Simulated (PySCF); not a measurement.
Spin–spin coupling constants

Bonds (- single, = double, # triple, : aromatic): O1=C2, C2-C3, C3=C4, C4-C5, C5:C6, C6:C7, C7:C8, C8:C9, C9:C10, C2-C11, C11-F12, C11-F13, C11-F14, C10:C5. C3 carries H15; C4 carries H16; C6 carries H17; C7 carries H18; C8 carries H19; C9 carries H20; C10 carries H21. Stereochemistry as in O=C(/C=C/c1ccccc1)C(F)(F)F.

Indirect spin–spin couplings were computed at B3LYP/pcJ-1 (spin–dipole term only in couplings to heteroatoms) (PySCF) on a PBE0-D3(BJ)/def2-SVP structure, for the isolated molecule, without vibrational or relativistic corrections. Couplings are averaged over pairs made equivalent by symmetry, fast rotation or ring inversion, so a value needn't be that of the named pair in this geometry, while other rotamers aren't included; one pair stands for each set, and the list holds a selection of those of at least 1.5 Hz over up to four bonds, among pairs with at least one F or H atom (others weren't computed). One-bond C–F couplings come out tens of Hz too large with common functionals.

Isotopes: $^{13}$C, $^{19}$F, $^{1}$H.

```csv
pair,bonds,J (Hz)
"C3, H15",1,167.5
"C4, H16",1,163.7
"C6, H17",1,166.9
"C7, H18",1,169.2
"C8, H19",1,169.0
"C11, F12",1,?
"C2, F12",2,?
"C3, H16",2,-2.5
"C5, H16",2,2.6
"C6, H18",2,?
"C7, H19",2,1.6
"C8, H18",2,1.6
"F12, F13",2,?
"C2, H16",3,?
"C4, H17",3,5.5
"C5, H15",3,?
"C5, H18",3,8.0
"C6, H16",3,6.3
"C6, H19",3,8.3
"C6, H21",3,6.7
"C7, H20",3,8.2
"C8, H17",3,8.2
"H15, H16",3,17.1
"H17, H18",3,8.8
"H18, H19",3,?
"H17, H21",4,?
```

Q: Estimate the withheld couplings, with signs.

A: 
- $^{1}J$(C11,F12) = -355.3 Hz (bond length 1.337 Å)
- $^{2}J$(C2,F12) = 39.2 Hz (mean over equivalent pairs that range from 33.6 to 42.0 Hz in this conformer)
- $^{2}J$(C6,H18) = 1.7 Hz (angle at C7 120°)
- $^{2}J$(F12,F13) = 66.5 Hz (mean over equivalent pairs that range from 45.3 to 106.3 Hz in this conformer)
- $^{3}J$(C2,H16) = 7.2 Hz (dihedral angle 0°)
- $^{3}J$(C5,H15) = 5.4 Hz (dihedral angle 0°)
- $^{3}J$(H18,H19) = 8.3 Hz (dihedral angle 0°)
- $^{4}J$(H17,H21) = 1.7 Hz
